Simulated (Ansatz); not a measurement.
Gas-phase electronic energies from Ansatz, PBE0-D4/def2-TZVP geometries. CBS: MP2 limit from def2 TZ/QZ plus the TZ coupled-cluster correction, frozen cores. This one scheme is used for every species. Functionals use def2-TZVPP. Elements past krypton have def2 core potentials. For In outer-core shells are correlated without core-valence functions, which leaves a few kJ/mol of doubt a bond. One conformer a species, not always the lowest.

`CB[BH][InH][NH2]` + CH₄ → `CBBC` + `[NH2][InH2]`  (formal exchange of groups at a B–In bond)

Problem. Is it downhill or uphill in electronic energy at CCSD(T)/CBS, and by how much? (Estimate.)

Solution. Computed: Uphill: ΔE = +25.5 kJ/mol.

Problem. What do these levels give: LDA (SPW92), r2SCAN-D4, PBE0-D4, PBE, r2SCANh, r2SCAN0, CAM-B3LYP, RPA@PBE/def2-TZVPP, MP2/def2-SVP, CCSD(T)/def2-SVP, MP2/def2-TZVPP, HF/def2-QZVPP? (Best estimate.)

Solution. Computed: LDA (SPW92) 22.4, r2SCAN-D4 24.8, PBE0-D4 22.6, PBE 26.9, r2SCANh 22.0, r2SCAN0 19.1, CAM-B3LYP 10.5, RPA@PBE/def2-TZVPP 24.5, MP2/def2-SVP 12.9, CCSD(T)/def2-SVP 15.4, MP2/def2-TZVPP 26.5, HF/def2-QZVPP -0.4 kJ/mol.

Largest T1 diagnostic among the species: 0.016.

At CCSD(T), def2-SVP lies −10.1 kJ/mol from the extrapolated value and def2-TZVPP −2.0 kJ/mol. From PBE to PBE0 (25 % exact exchange), in def2-TZVPP and without D4, ΔE moves by −6.6 kJ/mol. In def2-TZVPP, CCSD(T) changes the Hartree–Fock value by +23.5 kJ/mol (the triples alone add +3.9 kJ/mol) and MP2 by +26.6 kJ/mol.
